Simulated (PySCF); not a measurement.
CH₆AlFGe.

```xyz
10

Al     0.3074     0.5162    -0.8771
F      1.9207     0.3678    -1.3003
Ge    -0.3674    -0.6932     1.1647
H     -0.1204    -2.2116     1.0422
H      0.4187    -0.2140     2.4033
H     -1.8668    -0.5025     1.4786
C     -0.8116     1.6020    -2.0370
H     -1.8411     1.7105    -1.6625
H     -0.8630     1.1569    -3.0455
H     -0.3819     2.6105    -2.1596
```
Charge 0, spin multiplicity 1.

Geometry optimised at PBE0-D3(BJ)/def2-SVP.

Method: PBE/pcSseg-1 in PySCF. Non-relativistic, no solvent.

### Question
Give the absolute GIAO shielding of each atom: isotropic value and principal components (ppm). (An estimate is asked for; the answer gives what the named calculation found.)

### Answer

| atom | σ(iso) | σ11 | σ22 | σ33 | span |
|---|---|---|---|---|---|
| Al1 | 311.9 | 177.3 | 305.8 | 452.7 | 275.4 |
| F2 | 245.6 | 93.5 | 298.0 | 345.1 | 251.6 |
| Ge3 | 1712.4 | 1671.5 | 1704.1 | 1761.7 | 90.3 |
| H4 | 28.0 | 22.3 | 22.7 | 39.2 | 16.9 |
| H5 | 28.0 | 22.3 | 22.7 | 39.2 | 16.9 |
| H6 | 28.1 | 22.3 | 23.0 | 39.1 | 16.9 |
| C7 | 184.0 | 176.9 | 178.2 | 196.8 | 19.9 |
| H8 | 31.3 | 27.3 | 29.6 | 37.0 | 9.7 |
| H9 | 31.3 | 27.4 | 28.3 | 38.1 | 10.7 |
| H10 | 31.2 | 27.2 | 28.2 | 38.2 | 11.0 |
